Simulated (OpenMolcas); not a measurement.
Computed levels of 3d³ in ions with 21 electrons, in cm-1 above ⁴F_3/2.

```yaml
Program: OpenMolcas
Method: CASSCF
Basis: ANO-R3
Scalar_Hamiltonian: X2C, finite nucleus
Spin-orbit_coupling: state interaction with AMFI integrals over the reference wave functions, term energies averaged over their components
```

Active space for each ion: 3 electrons in 5 orbitals (3d).

| Level | Mn4+ | Co6+ | Ni7+ |
| --- | --- | --- | --- |
| ⁴F_5/2 | 364 | 708 | 947 |
| ⁴F_7/2 | 860 | 1659 | 2208 |
| ⁴F_9/2 | 1476 | 2819 | 3729 |
| ⁴P_1/2 | 20524 | 25705 | 28250 |
| ⁴P_3/2 | 20674 | 25935 | 28508 |
| ²G_7/2 | 21008 | 26582 | 29348 |
| ⁴P_5/2 | 21107 | 26839 | 29765 |
| ²G_9/2 | 21518 | 27495 | 30507 |
| ²P_1/2 | 27682 | 34951 | 38559 |

Q: Estimate ⁴F_9/2, ⁴P_1/2, ⁴P_3/2 for Fe5+ from its neighbours Mn4+ and Co6+.

A: ⁴F_9/2 is fine structure, which grows about as the fourth power of a screened charge, so the fourth roots are averaged: ((1476^0.25 + 2819^0.25) / 2)^4 = 2067. The calculation gives 2091, so the estimate is off by -1.1 %; the measured value is 2001 (Corliss and Sugar, J. Phys. Chem. Ref. Data 11, 135 (1982)).
⁴P_1/2 is another term, which grows about linearly with the charge: (20524 + 25705) / 2 = 23114. The calculation gives 23168, so the estimate is off by -0.2 %; the measured value is 18738 (Corliss and Sugar, J. Phys. Chem. Ref. Data 11, 135 (1982)).
⁴P_3/2 is another term, which grows about linearly with the charge: (20674 + 25935) / 2 = 23304. The calculation gives 23360, so the estimate is off by -0.2 %; the measured value is 18942 (Corliss and Sugar, J. Phys. Chem. Ref. Data 11, 135 (1982)).

Without dynamic correlation excited terms often stand tens of per cent too high (terms of higher spin than the ground term too low), and those without a measured partner can miss by more than the paired ones. Computed and measured levels are paired by configuration, term and J; levels that our copy of the source lacks, or whose pairing is in doubt (as where it misses far off the trend of its configuration), stay unpaired and out of the deviations. Only configurations of the active space appear.
